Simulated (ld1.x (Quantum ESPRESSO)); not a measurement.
**manganese: ultrasoft pseudisation with PBE, scalar-relativistic reference atom.**

```json
{
  "Element": "Mn",
  "Generator": "ld1.x (Quantum ESPRESSO) 7.5",
  "Type": "ultrasoft",
  "Functional": "PBE",
  "Relativity": "scalar-relativistic",
  "Frozen core": "[Ne] 3s2",
  "Valence charge": "13",
  "Reference configuration": "3p6 3d5 4s2 4p0",
  "Partial waves": "4s (bound): rcut 1.75, rcutus 2.25 bohr; 4s channel at 0.25 Ry: rcut 1.75, rcutus 2.25 bohr; 3p (bound): rcut 1.25, rcutus 1.40 bohr; 4p (bound, empty): rcut 1.25, rcutus 1.40 bohr; 3d (bound): rcut 1.35, rcutus 1.70 bohr; 3d channel at -0.2 Ry: rcut 1.35, rcutus 1.70 bohr",
  "Local potential": "all-electron potential smoothed inside 2.05 bohr (lloc = -1)",
  "Core correction": "Bessel-smoothed model core, default radius (core density twice the valence density)",
  "Augmentation charge": "built from norm-conserving waves at rcut, not smoothed further"
}
```

All-electron outer shells of the reference configuration (PBE, scalar-relativistic, ld1.x):

```tsv
shell	level (eV)	outermost node (bohr)	outermost maximum (bohr)
2p	-630.19	–	0.19
3s	-85.88	0.34	0.74
3p	-54.59	0.31	0.75
3d	-6.77	–	0.76
4s	-5.11	1.05	2.51
4p	-1.37	1.16	3.43
```

Results:

- Largest excitation error: -1372 meV (all-electron minus pseudo) for 3p6 3d5 4s0 4p2, out of 7 test configurations
- Lowest eigenvalue of the overlap operator: 0.32 (p channel)

A Bessel basis up to 400 Ry misses an occupied level by 0.84 Ry, so cutoffs and ghosts were not judged.

Generation and tests took about 2.4 s on one core of a shared server CPU.
